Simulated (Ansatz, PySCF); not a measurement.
## Hg2OF2 in two programs

Hg2OF2 (singlet), relaxed with PySCF 2.14.0, RKS PBE, Hg def2-SVP with ECP60, O def2-SVP, F def2-SVP; non-relativistic Hamiltonian with scalar-relativistic core potentials where named; density fitting; no spin-orbit coupling:

```xyz
5

Hg   -0.1328   -0.1520    1.6851
Hg   -0.1328   -0.1520   -1.6851
O    -0.8205   -0.9388    0.0000
F     0.4715    0.5395    3.4071
F     0.4715    0.5395   -3.4071
```

There the HOMO–LUMO gap is 3.19 eV. 

The same geometry by Ansatz 0.2.0 (PBE, PAW, a periodic box with 9 Å of vacuum):

```tsv
spin-orbit coupling	gap (eV)	largest force component (eV/Å)
without	3.30	0.25
```

What does the run with spin-orbit coupling give?

gap (eV): 3.31, largest force component (eV/Å): 0.25. It took 36 s on 2 threads of Arm Neoverse N1, with other jobs on the host, peak memory 2.2 GiB.

The spin-orbit runs use fully relativistic datasets of their own, so changes of a few hundredths of an eV needn't come from the coupling.

No frequency check is given that shows the relaxed geometry to be a minimum, and it was reached by following one of several unstable modes of a saddle point.
